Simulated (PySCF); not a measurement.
## Bromine: a sound run and one with changed settings

Sound run: Br [Ar] 3d10 4s2 4p5, Br⁺ [Ar] 3d10 4s2 4p4. All numbers are calculated (PySCF 2.14, the non-relativistic Hamiltonian (point nucleus), in def2-SVP (5s4p3d, 32 functions)). The sound run starts from symmetry-adapted Hartree-Fock orbitals and uses a fine grid where one is needed.

Changed run: 14 angular points. This setting is unsound on purpose.

```csv
species,method,sound run (hartree),changed run (hartree),converged
Br,UHF,-2572.08220,-2572.08220,yes
Br,M06-L,-2573.70552,-2573.70738,yes
Br,LDA,-2570.23215,-2570.23258,yes
Br⁺,UHF,-2571.68517,-2571.68517,yes
Br⁺,M06-L,-2573.27111,-2573.27246,yes
Br⁺,LDA,-2569.78923,-2569.78889,yes
```

Ionisation energy of Br:

```
method  sound run (eV)  changed run (eV)
   UHF          10.804            10.804
 M06-L          11.821            11.835
   LDA          12.053            12.073
```

A coarse angular grid integrates products of high-l functions wrongly, so density functionals can shift, and the SCF can exploit the error; Hartree-Fock and MP2 need no grid.

For comparison, NIST gives 11.814 eV between the lowest levels.
